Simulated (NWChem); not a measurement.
Molecule: C3H7Br; SMILES BrC(C)C

All runs: NWChem. This build's default masses of Se (78.918 u) and Br (79.917 u) are each other's, which moves their modes by up to 0.6 %. The level has its own optimisation; frequencies are unscaled. Brackets give each atom's bonded neighbours.

Task: Predict the results for BLYP/def2-SVP. Quantities: r C–C (Å); r Br–C (Å); r C–H [C(BrCCH)–H(C)] (Å); highest harmonic frequency (cm⁻¹); lowest (cm⁻¹); zero-point energy (kcal/mol); dipole (D).

Result: 
```yaml
r C–C (Å): 1.529
r Br–C (Å): 2.030
r C–H [C(BrCCH)–H(C)] (Å): 1.106
highest harmonic frequency (cm⁻¹): 3058
lowest (cm⁻¹): 242
zero-point energy (kcal/mol): 57.0
dipole (D): 2.10
```
